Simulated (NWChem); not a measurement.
BeGeH$_{3}$Cl; SMILES [GeH3][Be][Cl]

All runs: NWChem. Pople sets run with spherical d functions. Each level has its own optimisation; frequencies are unscaled.

```
level                r Be–Cl (Å)  r Be–Ge (Å)  r Ge–H (Å)  highest harmonic frequency (cm⁻¹)  lowest (cm⁻¹)  zero-point energy (kcal/mol)  dipole (D)
-------------------  -----------  -----------  ----------  ---------------------------------  -------------  ----------------------------  ----------
Hartree-Fock/6-31G*        1.810        2.236       1.544                               2209            181                          17.2        0.43
B3LYP/3-21G                1.837        2.151       1.547                               2016            207                          15.9        0.84
PBE0/def2-SVP              1.821   (withheld)       1.543                         (withheld)     (withheld)                    (withheld)  (withheld)
```

**Question.** Some entries are withheld; supply them.

**Answer.** 
- PBE0/def2-SVP, r Be–Ge (Å): 2.186
- PBE0/def2-SVP, highest harmonic frequency (cm⁻¹): 2138
- PBE0/def2-SVP, lowest (cm⁻¹): 167
- PBE0/def2-SVP, zero-point energy (kcal/mol): 16.4
- PBE0/def2-SVP, dipole (D): 0.19
